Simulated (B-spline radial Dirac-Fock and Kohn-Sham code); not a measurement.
Relativistic shifts of the levels of Gd³⁺

System: gadolinium as Gd³⁺ in the configuration [Xe] 4f7.

Both columns are ΔSCF binding energies of the configuration average from a B-spline atomic structure program: non-relativistic Hartree-Fock with a point nucleus, and Dirac-Fock with a finite nucleus and the Coulomb interaction alone, averaged over the two j levels with weights 2j+1.

| shell | Hartree-Fock (eV) | Dirac-Fock (eV) | shift (eV) | shift (%) |
| --- | --- | --- | --- | --- |
| 1s | 47502.8 | 50491.1 | +2988.34 | +6.29 |
| 2s | 7676.0 | 8445.2 | +769.18 | +10.02 |
| 2p | 7285.6 | 7530.3 | +244.70 | +3.36 |
| 3s | 1749.1 | 1929.9 | +180.79 | +10.34 |
| 3p | 1574.7 | 1638.5 | +63.78 | +4.05 |
| 3d | 1253.1 | 1239.1 | -14.02 | -1.12 |
| 4s | 386.1 | 428.3 | +42.26 | +10.95 |
| 4p | 316.2 | 329.8 | +13.56 | +4.29 |
| 4d | 191.0 | 187.3 | -3.65 | -1.91 |
| 4f | 44.45 | 39.54 | -4.91 | -11.05 |
| 5s | 78.03 | 84.59 | +6.56 | +8.41 |
| 5p | 56.12 | 57.46 | +1.34 | +2.39 |

Relativity binds 1s, 2s, 2p, 3s, 3p, 4s, 4p, 5s, 5p more strongly, among those listed most of all 4s in relative terms, and 3d, 4d, 4f more weakly, because the contracted s and p shells screen the nucleus better.

Values without a named source are computed, but for edge energies of neutral atoms, which are taken from tables.
